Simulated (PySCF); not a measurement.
## Worked example: oscillator strength and radiative lifetime

BiH7Si2, SMILES [SiH3][BiH][SiH3].

The structure is a stationary point at PBE0-D3(BJ)/def2-SVP. The structure was generated by enumeration; whether it is a known compound was not checked. The def2 effective core potentials stand for the cores of Bi; spin–orbit coupling is left out.

TDA-PBE/def2-SVPD (PySCF) puts the first singlet state with f over 0.02 at 5.24 eV (vertical), with the transition dipole (-0.235, -0.669, 0.000) in atomic units.

Find the oscillator strength, the wavelength and the radiative lifetime that this transition would have in vacuum if emission retraced absorption.


|μ|² = 0.5028 au, so |μ| = 1.80 D. ΔE = 5.24/27.211 = 0.1926 hartree. f = (2/3) ΔE |μ|² = 0.065 (the program prints 0.065).
λ = 1239.84/5.24 = 237 nm; ν = 42263 cm⁻¹.
Einstein's coefficient A = 0.6670 ν² f s⁻¹ (ν in cm⁻¹) = 7.7e7 s⁻¹, so τ = 1/A = 13 ns. This state is S2; the lower singlet has f = 0.002. The figure is the radiative limit of this one transition; relaxation, internal conversion, crossing to triplets and a medium change what is measured.
